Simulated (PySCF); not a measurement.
**How methods differ on the excitation energy of Ir**

Ir [Xe] 4f14 5d7 6s2 (4F) → Ir [Xe] 4f14 5d6 6s2 7s1 (6D), as a difference of total energies. All numbers are calculated (PySCF 2.14, scalar relativity by spin-free X2C-1e, in x2c-TZVPPall with one added diffuse shell each of s, p, d, f type (12s8p8d4f1g, 113 functions)). Correlated levels: valence: [Xe] 4f14 frozen. The calculations carry no spin-orbit coupling.

| method | excitation energy (eV) |
| --- | --- |
| UHF | 6.993 |
| MP2 (valence) | 8.259 |
| SCS-MP2 (valence) | 8.409 |
| CCSD (valence) | 8.165 |
| CCSD(T) (valence) | 8.240 |

**Question.** How much does correlation contribute at CCSD(T) (valence)?

**Answer.** 8.240 − (6.993) = 1.247 eV, measured against UHF.

A first-order spin-orbit estimate (lowest level to lowest level, LS coupling) adds 0.206 eV.

The promoted electron is Rydberg-like, and one or two diffuse shells describe it only roughly, which tends to raise the upper state.
